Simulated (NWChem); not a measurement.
# CH$_{3}$BClFS; SMILES CSB(F)Cl

```xyz
8

B      0.3000     0.3906     0.0000
Cl    -0.3217     2.0427     0.0000
F      1.6210     0.1953     0.0000
S     -0.8599    -0.9832     0.0000
C      0.2780    -2.4225     0.0000
H      0.9136    -2.4221    -0.9046
H     -0.3583    -3.3264     0.0000
H      0.9136    -2.4221     0.9046
```
Atoms are numbered in this order, from 1.

Results from NWChem. Pople sets run with spherical d functions. All runs use the structure optimised with PBE-D3(BJ)/def2-SVP. Ions are spin-unrestricted doublets at the neutral geometry; other ion states weren't tried. Functional: LC-ωPBE (HJS hole) with 6-31G*; the question gives the range parameter ω in 1/bohr.

**Question.** Predict the results for range parameter (1/bohr) 0.80. Quantities: vertical ionisation energy, ΔSCF (eV); −ε(HOMO) (eV).

**Answer.** 
```
Property                               Result
-------------------------------------  ------
vertical ionisation energy, ΔSCF (eV)   10.28
−ε(HOMO) (eV)                           11.33
```
